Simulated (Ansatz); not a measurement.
Reaction (formal exchange of groups at the Si–O bond): `O[SiH](O)S` + `FC#CCCCl` → `O[SiH](S)CCl` + `OCC#CF`

Calculated with Ansatz (gas phase, PBE0-D4/def2-TZVP geometries, no zero-point term in ΔE). CCSD(T)/CBS adds triple-zeta CCSD(T) − MP2 to the extrapolated MP2 energy (def2 sets, frozen cores). DFT in def2-TZVPP. One conformer a species, not always the lowest.

(1) Is it downhill or uphill in electronic energy at CCSD(T)/CBS, and by how much? (Best estimate.)

(2) What do these levels give: PBE-D4, r2SCAN-D4, PBE0-D4, ωB97M-V, B2PLYP, PBE, r2SCAN, PBE0, HF/def2-TZVPP, SCS-MP2/def2-TZVPP, HF/def2-QZVPP, MP2/CBS(def2)? (An estimate is asked.)

Largest T1 diagnostic among the species: 0.012.

## Answers

(1) Computed: Uphill: ΔE = +172.3 kJ/mol.

(2) Computed: PBE-D4 154.3, r2SCAN-D4 167.2, PBE0-D4 161.2, ωB97M-V 166.6, B2PLYP 172.2, PBE 156.9, r2SCAN 167.8, PBE0 163.6, HF/def2-TZVPP 180.6, SCS-MP2/def2-TZVPP 176.0, HF/def2-QZVPP 181.8, MP2/CBS(def2) 179.7 kJ/mol.

The D4 term adds −4.3 kJ/mol with B3LYP and −2.4 kJ/mol with PBE0; it sums over pairs of atoms, weighted by their polarisabilities, and B3LYP, whose exchange is more repulsive, gets the larger term. From PBE to PBE0 (25 % exact exchange), in def2-TZVPP and without D4, ΔE moves by +6.7 kJ/mol.

B3LYP here is the variant with VWN-RPA as its local correlation; programs differ in this.
